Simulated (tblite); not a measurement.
A geometry optimisation, step by step.

Compound: C6H2N (doublet state).
Bonds: C1–C2 (triple), C2–C3, C3–C4 (triple), C4–C5, C5–C6, C6–N7 (triple). Hydrogens: H8 on C1; H9 on C5.
Bond orders are those of one Lewis drawing.

Computed with GFN2-xTB (tblite), gas phase: L-BFGS steps from a force-field or distance-geometry start until the largest atomic force falls under 0.01 eV/Å. 14 of its 64 geometries are shown.

Step 0: E = -449.7800 eV, largest atomic force 4.430 eV/Å
```
atom  x, y, z in Å  |  force x, y, z in eV/Å
C1      2.310    0.730    1.919   -0.725  -0.286  -0.608
C2      1.441    0.365    1.145   -0.861  -0.502  -0.839
C3      0.455   -0.104    0.249    1.432   0.514   1.172
C4     -0.402   -0.504   -0.532   -1.423  -1.132  -1.073
C5     -1.437   -1.010   -1.428    1.065   4.264   0.552
C6     -1.476   -0.095   -2.585    0.109  -1.026   0.367
N7     -1.501    0.640   -3.483    0.026  -0.978   1.169
H8      3.058    1.052    2.600   -0.361  -0.137  -0.338
H9     -2.434   -1.070   -0.951    0.738  -0.717  -0.402
```

Step 5: E = -450.5403 eV, largest atomic force 0.559 eV/Å
```
atom  x, y, z in Å  |  force x, y, z in eV/Å
C1      2.260    0.710    1.879    0.135   0.046   0.126
C2      1.409    0.331    1.109    0.113  -0.122   0.024
C3      0.483   -0.111    0.259   -0.025  -0.118  -0.096
C4     -0.390   -0.520   -0.502   -0.065   0.179   0.170
C5     -1.429   -0.744   -1.330   -0.154   0.106  -0.326
C6     -1.453   -0.138   -2.574    0.074   0.540   0.125
N7     -1.505    0.593   -3.465    0.010  -0.273  -0.341
H8      2.998    1.030    2.545    0.124   0.098   0.123
H9     -2.359   -1.146   -0.987   -0.212  -0.456   0.195
```

Step 10: E = -450.6368 eV, largest atomic force 0.360 eV/Å
```
atom  x, y, z in Å  |  force x, y, z in eV/Å
C1      2.267    0.709    1.885    0.274   0.075   0.221
C2      1.432    0.300    1.112   -0.117  -0.161  -0.158
C3      0.497   -0.128    0.256    0.001  -0.006   0.025
C4     -0.422   -0.487   -0.478   -0.075   0.162   0.089
C5     -1.467   -0.688   -1.317   -0.002   0.031   0.006
C6     -1.453   -0.051   -2.551   -0.304   0.018   0.015
N7     -1.499    0.540   -3.541    0.095  -0.139   0.030
H8      3.004    1.043    2.553   -0.031   0.015  -0.014
H9     -2.345   -1.232   -0.983    0.158   0.005  -0.214
```

Step 15: E = -450.6638 eV, largest atomic force 0.252 eV/Å
```
atom  x, y, z in Å  |  force x, y, z in eV/Å
C1      2.283    0.698    1.891   -0.018  -0.069  -0.053
C2      1.455    0.270    1.116    0.012   0.020   0.039
C3      0.504   -0.134    0.264   -0.022   0.053   0.056
C4     -0.451   -0.433   -0.452   -0.057   0.069  -0.069
C5     -1.484   -0.647   -1.305    0.030   0.019   0.033
C6     -1.503   -0.017   -2.540    0.086  -0.168   0.167
N7     -1.484    0.493   -3.573   -0.067   0.105  -0.178
H8      3.007    1.055    2.559    0.044   0.003   0.029
H9     -2.313   -1.280   -1.026   -0.008  -0.033  -0.022
```

Step 19: E = -450.6687 eV, largest atomic force 0.174 eV/Å
```
atom  x, y, z in Å  |  force x, y, z in eV/Å
C1      2.295    0.685    1.891    0.024   0.000   0.024
C2      1.455    0.272    1.123   -0.027   0.036   0.012
C3      0.492   -0.119    0.278   -0.057   0.022  -0.010
C4     -0.455   -0.405   -0.455   -0.005  -0.025   0.070
C5     -1.480   -0.650   -1.305   -0.022   0.006  -0.059
C6     -1.495   -0.036   -2.547   -0.003   0.090  -0.149
N7     -1.498    0.493   -3.573   -0.024  -0.086   0.086
H8      3.013    1.052    2.561    0.029  -0.041  -0.009
H9     -2.313   -1.287   -1.039    0.085  -0.002   0.035
```

Step 24: E = -450.6750 eV, largest atomic force 0.173 eV/Å
```
atom  x, y, z in Å  |  force x, y, z in eV/Å
C1      2.315    0.662    1.896   -0.075   0.018  -0.022
C2      1.443    0.286    1.141   -0.026   0.038   0.046
C3      0.463   -0.084    0.304    0.045   0.049   0.041
C4     -0.480   -0.367   -0.433    0.026   0.007  -0.108
C5     -1.474   -0.635   -1.316    0.079  -0.006   0.065
C6     -1.496   -0.036   -2.567   -0.041  -0.055   0.159
N7     -1.528    0.468   -3.602    0.004   0.032  -0.118
H8      3.040    1.027    2.560    0.035  -0.069  -0.024
H9     -2.269   -1.316   -1.049   -0.046  -0.013  -0.040
```

Step 29: E = -450.6820 eV, largest atomic force 0.176 eV/Å
```
atom  x, y, z in Å  |  force x, y, z in eV/Å
C1      2.318    0.654    1.907    0.030   0.050   0.061
C2      1.409    0.327    1.177    0.021   0.000  -0.025
C3      0.428   -0.023    0.336   -0.036  -0.014  -0.047
C4     -0.473   -0.331   -0.442    0.033   0.010   0.035
C5     -1.451   -0.639   -1.325   -0.123  -0.002  -0.043
C6     -1.506   -0.047   -2.577    0.013   0.070  -0.161
N7     -1.563    0.440   -3.623    0.005  -0.073   0.146
H8      3.088    0.963    2.549    0.013  -0.029   0.015
H9     -2.237   -1.337   -1.067    0.044  -0.011   0.018
```

Step 34: E = -450.6835 eV, largest atomic force 0.059 eV/Å
```
atom  x, y, z in Å  |  force x, y, z in eV/Å
C1      2.315    0.659    1.914   -0.015  -0.005  -0.008
C2      1.412    0.330    1.175    0.008   0.005  -0.005
C3      0.424   -0.015    0.337    0.007   0.017  -0.015
C4     -0.478   -0.321   -0.441    0.005   0.018  -0.013
C5     -1.458   -0.630   -1.325    0.036   0.001   0.016
C6     -1.510   -0.046   -2.581   -0.001  -0.027   0.053
N7     -1.566    0.430   -3.630   -0.002   0.018  -0.033
H8      3.097    0.947    2.552   -0.020  -0.017   0.000
H9     -2.223   -1.350   -1.068   -0.018  -0.009   0.006
```

Step 39: E = -450.6840 eV, largest atomic force 0.040 eV/Å
```
atom  x, y, z in Å  |  force x, y, z in eV/Å
C1      2.311    0.661    1.918    0.001  -0.022  -0.013
C2      1.412    0.339    1.171    0.010   0.015   0.004
C3      0.424    0.001    0.332    0.010   0.008  -0.011
C4     -0.476   -0.311   -0.446   -0.010  -0.012   0.004
C5     -1.454   -0.635   -1.325   -0.029  -0.003  -0.004
C6     -1.512   -0.052   -2.581   -0.010   0.013  -0.036
N7     -1.571    0.428   -3.628    0.001  -0.015   0.023
H8      3.098    0.928    2.556    0.005   0.010   0.029
H9     -2.220   -1.353   -1.063    0.022   0.007   0.005
```

Step 44: E = -450.6846 eV, largest atomic force 0.022 eV/Å
```
atom  x, y, z in Å  |  force x, y, z in eV/Å
C1      2.314    0.653    1.919    0.017   0.004   0.014
C2      1.416    0.347    1.164   -0.008   0.007  -0.007
C3      0.429    0.018    0.321    0.001  -0.003   0.003
C4     -0.480   -0.301   -0.445    0.018  -0.001  -0.009
C5     -1.457   -0.632   -1.323    0.015   0.009   0.001
C6     -1.517   -0.054   -2.582   -0.004  -0.006   0.016
N7     -1.574    0.421   -3.631   -0.008   0.003  -0.017
H8      3.093    0.916    2.569   -0.011  -0.005  -0.001
H9     -2.209   -1.361   -1.058   -0.021  -0.007  -0.001
```

Step 48: E = -450.6847 eV, largest atomic force 0.013 eV/Å
```
atom  x, y, z in Å  |  force x, y, z in eV/Å
C1      2.313    0.653    1.919   -0.006  -0.001  -0.002
C2      1.417    0.352    1.162    0.008  -0.001   0.001
C3      0.432    0.019    0.317    0.002  -0.004   0.002
C4     -0.475   -0.304   -0.449    0.000  -0.001   0.000
C5     -1.457   -0.634   -1.323   -0.001   0.000  -0.001
C6     -1.519   -0.056   -2.581    0.000   0.004  -0.008
N7     -1.575    0.422   -3.629   -0.010  -0.008   0.003
H8      3.090    0.914    2.574    0.001   0.002   0.006
H9     -2.213   -1.360   -1.056    0.007   0.009  -0.002
```

Step 53: E = -450.6848 eV, largest atomic force 0.021 eV/Å
```
atom  x, y, z in Å  |  force x, y, z in eV/Å
C1      2.314    0.650    1.923    0.004   0.005   0.011
C2      1.421    0.354    1.159   -0.011  -0.015   0.010
C3      0.435    0.021    0.316    0.009   0.004  -0.011
C4     -0.472   -0.300   -0.451    0.003   0.004  -0.002
C5     -1.454   -0.630   -1.323    0.005   0.004  -0.003
C6     -1.522   -0.056   -2.583   -0.004  -0.009   0.003
N7     -1.588    0.414   -3.634   -0.004   0.007  -0.010
H8      3.087    0.910    2.583    0.001   0.002  -0.005
H9     -2.209   -1.357   -1.056   -0.003  -0.002   0.008
```

Step 58: E = -450.6850 eV, largest atomic force 0.011 eV/Å
```
atom  x, y, z in Å  |  force x, y, z in eV/Å
C1      2.313    0.651    1.930   -0.002  -0.005  -0.002
C2      1.426    0.351    1.161    0.000   0.002  -0.001
C3      0.446    0.022    0.308   -0.004  -0.006   0.005
C4     -0.463   -0.298   -0.457    0.004   0.006  -0.008
C5     -1.450   -0.627   -1.326   -0.001  -0.001  -0.001
C6     -1.527   -0.058   -2.587   -0.004   0.002  -0.004
N7     -1.606    0.407   -3.639    0.004   0.000   0.003
H8      3.082    0.908    2.595   -0.002   0.002  -0.001
H9     -2.207   -1.349   -1.050    0.006   0.000   0.009
```

Step 63: E = -450.6851 eV, largest atomic force 0.004 eV/Å
```
atom  x, y, z in Å  |  force x, y, z in eV/Å
C1      2.312    0.648    1.932   -0.002  -0.001  -0.002
C2      1.426    0.350    1.161    0.002   0.000   0.002
C3      0.447    0.020    0.308    0.001   0.001   0.000
C4     -0.459   -0.294   -0.463   -0.001  -0.001   0.000
C5     -1.448   -0.625   -1.327   -0.001   0.000   0.001
C6     -1.530   -0.059   -2.589   -0.001  -0.003   0.002
N7     -1.611    0.404   -3.642    0.000   0.002  -0.003
H8      3.079    0.908    2.598    0.001   0.000   0.000
H9     -2.203   -1.347   -1.045    0.001   0.001  -0.001
```

Question: Summarise the path.

Answer: The energy falls by 87.33 kJ/mol from step 0 to step 63; nine tenths of that is first reached at step 8. It rises by more than 0.2 meV at step 4. The largest force goes from 4.430 to 0.004 eV/Å. Among the bonds C4–C5 changes most, from 1.459 to 1.355 Å; the atoms move by 0.234 Å rms after alignment.

The cost below is that of the whole relaxation. On one thread of an Intel Xeon at 2.50 GHz, shared host with 64 logical CPUs at a one-minute load of 54, this took 0.7 s of wall time.
